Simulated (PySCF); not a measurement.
H3Si, SMILES [SiH3-], charge -1. Atoms are numbered in the order given.

```xyz
4

Si     0.0000     0.0000    -0.1460
H      1.1303    -0.6526     0.6812
H      0.0000     1.3052     0.6812
H     -1.1303    -0.6526     0.6812
```
Charge -1, spin multiplicity 1.

Geometry: PBE0-D3(BJ)/def2-TZVPD.

Two levels are set side by side: PBE/pcSseg-2 (PySCF) and KT2/pcSseg-2 (PySCF). GIAO shifts against TMS (²⁹Si), TMS (¹H) at the same level; non-relativistic, no solvent, atoms listed together averaged. Differences are taken from unrounded values.

```json
[
 {"quantity": "δ(²⁹Si) of Si1 (ppm)", "KT2": "-221.6"},
 {"quantity": "δ(¹H) of H2, H3, H4 (ppm)", "KT2": "1.42"}
]
```

### Question
What does PBE give, and how far is it from KT2? (The exact figures need the calculation; the answer reports its results.)

### Answer

```
quantity                      PBE  PBE minus KT2
-------------------------  ------  -------------
δ(²⁹Si) of Si1 (ppm)       -230.2           -8.6
δ(¹H) of H2, H3, H4 (ppm)    1.49           0.07
```

Rough cost on one machine, each run with all the roots and properties that it gave: KT2 against PBE within a factor of 2.
